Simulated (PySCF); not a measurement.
B(CCH)(H)2 (C2H3B), SMILES BC#C. Coordinates come from a B3LYP-D3(BJ)/def2-TZVP optimisation.

TDA-LC-ωPBE/def2-SVPD in PySCF puts the lowest singlet excitations at 4.14, 5.84, 6.50, 7.20, 7.41, 8.40 eV.

### Question
What are the lowest excitation roots from ADC(2)/aug-cc-pVDZ run with PySCF? (An estimate is asked for; the answer gives what the named calculation found.)

### Answer
4.52, 6.00, 6.91, 7.74, 8.01, 8.30 eV. S1 differs by 0.38 eV (second minus first; roots are paired by order, and the bases may differ).
